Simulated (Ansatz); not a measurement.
The inner images of a band of AlClFH$_{5}$N$_{2}$ (10 atoms, charge 0, multiplicity 1) are given out of order.

Theory: RKS PBE0/def2-SVP (Ansatz).

First end point:

```xyz
10
Properties=species:S:1:pos:R:3
Al -0.081 0.140 0.145
F -0.215 -0.682 1.608
Cl 1.827 0.066 -0.819
N -1.526 0.191 -0.909
H -2.396 -0.250 -0.630
H -1.449 0.146 -1.919
N 0.054 1.993 0.957
H 0.924 2.454 0.687
H -0.732 2.563 0.642
H 0.025 1.928 1.975
```

Last end point:

```xyz
10
Properties=species:S:1:pos:R:3
Al -0.085 0.140 0.150
F -0.211 -0.678 1.616
Cl 1.819 0.065 -0.821
N -1.522 0.188 -0.912
H -1.440 0.115 -1.920
H -2.407 -0.221 -0.630
N 0.053 1.994 0.955
H 0.931 2.443 0.693
H -0.722 2.574 0.631
H 0.014 1.931 1.974
```

Q: Put them in order from the first end to the last, with their energies above the first end.
A.
```xyz
10
Properties=species:S:1:pos:R:3
Al -0.093 0.104 0.203
F -0.221 -0.655 1.698
Cl 1.872 -0.076 -0.634
N -1.573 0.128 -0.806
H -2.056 -0.734 -1.038
H -1.704 0.769 -1.581
N 0.033 2.010 0.865
H 0.925 2.439 0.611
H -0.731 2.600 0.535
H -0.023 1.967 1.884
```
B.
```xyz
10
Properties=species:S:1:pos:R:3
Al -0.082 0.119 0.181
F -0.229 -0.666 1.662
Cl 1.864 -0.037 -0.699
N -1.568 0.170 -0.821
H -2.190 -0.632 -0.853
H -1.585 0.605 -1.738
N 0.046 2.007 0.891
H 0.923 2.467 0.643
H -0.739 2.570 0.561
H -0.012 1.948 1.910
```
C.
```xyz
10
Properties=species:S:1:pos:R:3
Al -0.078 0.132 0.158
F -0.235 -0.675 1.626
Cl 1.849 0.012 -0.765
N -1.549 0.191 -0.862
H -2.305 -0.467 -0.699
H -1.514 0.391 -1.856
N 0.058 2.000 0.925
H 0.929 2.471 0.675
H -0.731 2.558 0.594
H 0.004 1.938 1.943
```
D.
```xyz
10
Properties=species:S:1:pos:R:3
Al -0.106 0.095 0.207
F -0.224 -0.639 1.718
Cl 1.869 -0.118 -0.601
N -1.569 0.092 -0.822
H -1.933 -0.756 -1.244
H -1.870 0.879 -1.385
N 0.034 2.006 0.856
H 0.945 2.392 0.603
H -0.698 2.638 0.529
H -0.020 1.962 1.876
```
E.
```xyz
10
Properties=species:S:1:pos:R:3
Al -0.093 0.096 0.198
F -0.191 -0.626 1.717
Cl 1.886 -0.098 -0.603
N -1.507 0.067 -0.887
H -1.796 -0.744 -1.422
H -2.083 0.856 -1.152
N 0.016 2.005 0.862
H 0.925 2.387 0.593
H -0.712 2.648 0.548
H -0.016 1.959 1.883
```
F.
```xyz
10
Properties=species:S:1:pos:R:3
Al -0.070 0.129 0.152
F -0.180 -0.673 1.630
Cl 1.849 0.025 -0.780
N -1.467 0.200 -0.963
H -1.441 -0.272 -1.861
H -2.429 0.206 -0.639
N 0.021 1.989 0.946
H 0.899 2.431 0.667
H -0.749 2.574 0.620
H -0.005 1.941 1.966
```
G.
```xyz
10
Properties=species:S:1:pos:R:3
Al -0.075 0.111 0.171
F -0.185 -0.637 1.679
Cl 1.882 -0.060 -0.673
N -1.442 0.147 -0.978
H -1.597 -0.596 -1.651
H -2.328 0.610 -0.812
N 0.012 1.998 0.895
H 0.907 2.405 0.615
H -0.733 2.618 0.575
H -0.011 1.954 1.915
```

A: C (+0.013 eV), B (+0.044 eV), A (+0.086 eV), D (+0.130 eV), E (+0.153 eV), G (+0.102 eV), F (+0.030 eV).

Run time: 2.9 min on 2 threads of Intel(R) Xeon(R) 6975P-C (Granite Rapids), on a shared host, peak memory 0.24 GiB.
